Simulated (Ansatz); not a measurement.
One change: `CC(C)(C)[NH][In]([F])[F]` becomes `CC(C)(C)[NH][Zr]([F])([F])[F]`.

Ansatz, PBE0-D4/def2-TZVP geometries, multiplicity 1. Each molecule was computed in one conformer, which needn't be the lowest.

Elements past krypton have def2 core potentials.

| property | `CC(C)(C)[NH][In]([F])[F]` |
| --- | --- |
| HOMO–LUMO gap (PBE0/def2-TZVPP) / eV | 5.43 |
| size of the dipole moment (PBE/def2-TZVPP) / D | 4.60 |
| LUMO energy (PBE/def2-TZVPP) / eV | -2.91 |
| HOMO energy (PBE/def2-TZVPP) / eV | -6.12 |
| HOMO energy (PBE0/def2-TZVPP) / eV | -7.44 |
| size of the dipole moment (B3LYP/def2-TZVPP) / D | 4.67 |

Q: Give the same properties after the change, and the shifts. (An estimate is asked.)

A: The calculation gave: 
```
                                        property  `CC(C)(C)[NH][Zr]([F])([F])[F]`  shift
            HOMO–LUMO gap (PBE0/def2-TZVPP) / eV                             6.49   1.06
  size of the dipole moment (PBE/def2-TZVPP) / D                             3.03  -1.57
               LUMO energy (PBE/def2-TZVPP) / eV                            -1.82   1.09
               HOMO energy (PBE/def2-TZVPP) / eV                            -6.04   0.08
              HOMO energy (PBE0/def2-TZVPP) / eV                            -7.38   0.06
size of the dipole moment (B3LYP/def2-TZVPP) / D                             3.11  -1.56
```

With PBE0 the HOMO rises by 0.06 eV and the LUMO rises by 1.12 eV, so the gap widens by about 1.06 eV. PBE moves the HOMO by 0.08 eV and ωB97M-V by 0.08 eV. Dipoles are sizes alone; their direction can turn.

B3LYP here is the variant with VWN-RPA as its local correlation; programs differ in this.
